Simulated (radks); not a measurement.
Species: Zr20+. Configuration: [Ar] 3d2. Calculated with a radial shooting solver on a logarithmic mesh with Libxc functionals: non-relativistic Kohn-Sham, LDA (Slater exchange, Perdew-Wang correlation), spin-unpolarised, spherical densities, point nucleus; relativity is left out, which matters for an element this heavy.

Unscreened Slater integrals over Kohn-Sham orbitals (cm^-1).

F0(3d,3d): 529160
F2(3d,3d): 270150
F4(3d,3d): 173910
F0(3d,3p): 494420
F2(3d,3p): 239440
G1(3d,3p): 263260
G3(3d,3p): 173520
F0(3d,3s): 485250
G2(3d,3s): 194810
F0(3d,2p): 678480
F2(3d,2p): 192730
G1(3d,2p): 173160
G3(3d,2p): 99624
F0(3p,3p): 473510
F2(3p,3p): 239590
F0(3p,3s): 465460
G1(3p,3s): 303500
F0(3p,2p): 629780
F2(3p,2p): 150990
G0(3p,2p): 59416
G2(3p,2p): 64701
F0(3s,3s): 458880
F0(3s,2p): 603950
G1(3s,2p): 58468
F0(2p,2p): 1399700
F2(2p,2p): 666400

Derived for the open shells (J is the average intra-shell exchange parameter used in DFT+U). 3d: Racah B = F2/49 - 5 F4/441 = 3541 cm^-1, C = 35 F4/441 = 13800 cm^-1, C/B = 3.90, F4/F2 = 0.644, J = (F2 + F4)/14 = 31720 cm^-1.
